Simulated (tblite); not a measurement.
Species: H11NOSi4.
Numbering: `[NH2:1][Si@H:2]([O:3][SiH3:4])[SiH2:5][SiH3:6]` (hydrogens: H7, H8 on N1; H9 on Si2; H10, H11, H12 on Si4; H13, H14 on Si5; H15, H16, H17 on Si6)

Computed with GFN2-xTB (tblite), gas phase: L-BFGS steps from a force-field or distance-geometry start until the largest atomic force falls under 0.01 eV/Å.

Step 5: E = -533.3538 eV
```
atom  x, y, z in Å  |  force x, y, z in eV/Å
N1     -0.0451    1.8797   -0.7230    0.256   0.345   0.005
Si2    -0.2039    0.2634   -1.2863    0.079   0.098   0.067
O3     -1.7892   -0.1274   -1.3016   -0.347  -0.088  -0.129
Si4    -2.7429   -0.5162   -0.0392    0.086   0.176  -0.395
Si5     0.7259   -1.0897    0.2741    0.329  -0.270   0.198
Si6     2.5938   -0.1261    1.1710    0.079  -0.026   0.059
H7     -0.7816    2.5071   -0.4700   -0.480  -0.124  -0.002
H8      0.7266    2.4439   -1.0264    0.248  -0.082  -0.079
H9      0.3854    0.1188   -2.6104   -0.329   0.018  -0.331
H10    -2.5143    0.5857    0.8483   -0.157   0.430   0.586
H11    -2.2565   -1.7427    0.5262    0.029  -0.508   0.167
H12    -4.1203   -0.6808   -0.4176   -0.283   0.101  -0.393
H13    -0.1726   -1.4494    1.3947    0.179  -0.109  -0.108
H14     1.1131   -2.3462   -0.3990   -0.070  -0.127   0.166
H15     3.0894   -0.8628    2.3381    0.116   0.159  -0.022
H16     3.6531   -0.1122    0.1546    0.094   0.073   0.147
H17     2.3320    1.2670    1.5567    0.172  -0.064   0.066
```

Step 6: E = -533.4406 eV
```
atom  x, y, z in Å  |  force x, y, z in eV/Å
N1     -0.0586    1.8791   -0.7279    0.275   0.277  -0.021
Si2    -0.1709    0.2468   -1.2917   -0.424   0.408  -0.059
O3     -1.7773   -0.1055   -1.2560   -0.078  -0.133  -0.207
Si4    -2.7658   -0.5069   -0.0268    0.064   0.147  -0.471
Si5     0.7487   -1.1098    0.2838    0.079  -0.388   0.006
Si6     2.5959   -0.1304    1.1687    0.502   0.147   0.286
H7     -0.7972    2.5177   -0.4823   -0.310  -0.401  -0.103
H8      0.7146    2.4451   -1.0272    0.260  -0.077  -0.045
H9      0.3242    0.1297   -2.6773   -0.356   0.002   0.067
H10    -2.5371    0.5912    0.8751   -0.230   0.293   0.532
H11    -2.2658   -1.7508    0.5090   -0.085  -0.370   0.155
H12    -4.1387   -0.6583   -0.4823    0.045   0.119  -0.212
H13    -0.1532   -1.4829    1.4031    0.180  -0.036  -0.150
H14     1.1027   -2.3874   -0.3800   -0.035  -0.033   0.174
H15     3.1190   -0.8375    2.3504    0.044   0.141  -0.110
H16     3.6845   -0.0959    0.1745   -0.023   0.036   0.160
H17     2.3682    1.2676    1.5770    0.094  -0.131  -0.002
```

Step 7: E = -533.4887 eV
```
atom  x, y, z in Å  |  force x, y, z in eV/Å
N1     -0.0620    1.8838   -0.7295    0.332   0.169  -0.071
Si2    -0.1608    0.2455   -1.2939   -0.510   0.409  -0.070
O3     -1.7742   -0.0975   -1.2415    0.041  -0.121  -0.218
Si4    -2.7754   -0.5001   -0.0267    0.061   0.099  -0.270
Si5     0.7630   -1.1247    0.2895   -0.031  -0.233  -0.149
Si6     2.6036   -0.1305    1.1715    0.536   0.168   0.290
H7     -0.8115    2.5152   -0.4898   -0.185  -0.429  -0.149
H8      0.7169    2.4457   -1.0297    0.133  -0.074   0.016
H9      0.2883    0.1349   -2.7085   -0.356   0.004   0.272
H10    -2.5525    0.5997    0.8981   -0.279   0.050   0.327
H11    -2.2719   -1.7618    0.5038   -0.197  -0.118   0.069
H12    -4.1480   -0.6454   -0.5177    0.231   0.132  -0.105
H13    -0.1407   -1.4995    1.4042    0.149  -0.017  -0.122
H14     1.0972   -2.4084   -0.3680    0.002  -0.042   0.140
H15     3.1343   -0.8231    2.3549    0.050   0.087  -0.069
H16     3.6994   -0.0874    0.1868   -0.025   0.020   0.125
H17     2.3872    1.2657    1.5867    0.048  -0.103  -0.015
```

**Question.** Estimate the geometry and energy of step 8. (The exact step hangs on the optimiser's Hessian estimate; all steps are aligned on step 7, rigid shifts and turns removed.)

**Answer.** E = -533.5419 eV, largest force 0.529 eV/Å
```
atom  x, y, z in Å  |  force x, y, z in eV/Å
N1     -0.0581    1.8929   -0.7319    0.154  -0.037  -0.043
Si2    -0.1600    0.2528   -1.2961   -0.357   0.228  -0.031
O3     -1.7730   -0.0930   -1.2359    0.066  -0.070  -0.188
Si4    -2.7821   -0.4910   -0.0313    0.022   0.017   0.046
Si5     0.7789   -1.1427    0.2924   -0.043   0.114  -0.272
Si6     2.6209   -0.1279    1.1794    0.297   0.076   0.137
H7     -0.8319    2.5024   -0.5002    0.043  -0.386  -0.202
H8      0.7253    2.4456   -1.0328    0.063   0.048   0.043
H9      0.2442    0.1400   -2.7335   -0.332   0.013   0.411
H10    -2.5746    0.6099    0.9296   -0.304  -0.240   0.033
H11    -2.2827   -1.7763    0.5007   -0.304   0.192  -0.043
H12    -4.1535   -0.6296   -0.5559    0.384   0.146  -0.008
H13    -0.1246   -1.5165    1.4022    0.096  -0.007  -0.064
H14     1.0918   -2.4306   -0.3529    0.052  -0.094   0.069
H15     3.1511   -0.8073    2.3585    0.110  -0.018   0.073
H16     3.7140   -0.0785    0.2017    0.052   0.013   0.038
H17     2.4073    1.2618    1.5962    0.000   0.003   0.001
```

The energy changes by -0.0532 eV. The first-order estimate −F·Δx gives -0.0781 eV and the mean of the old and new forces, exact on a quadratic surface, -0.0533 eV. The step makes an angle of 59° with the force vector and moves no atom by more than 0.051 Å.

What follows is the cost of the whole relaxation. On one thread, Intel Xeon at 2.50 GHz (x86_64) (shared host), this took 4.7 s wall, 2.8 s CPU.
